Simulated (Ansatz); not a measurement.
```xyz
2

C     0.0000    0.0000    0.6678
F     0.0000    0.0000   -0.6678
```

Basis set: cc-pVDZ (spherical functions). Correlated methods keep 2 orbitals frozen. Correlation on ROHF uses semicanonical orbitals with singles. Charge 0, multiplicity 2.

Computed with Ansatz (development build ahead of 0.2.0); the reference of a correlated method needn't be the lowest determinant of its kind.

Give the atomization energy at this shape (free ground-state atoms in the same class of orbitals less the molecule, no zero-point energy) of doublet CF by ROHF-CCSD(T), ROHF-CCSD.

| method | atomization energy |
| --- | --- |
| ROHF-CCSD(T) | 5.06 eV |
| ROHF-CCSD | 4.90 eV |

Caution: the reference determinant was not shown to be the lowest.
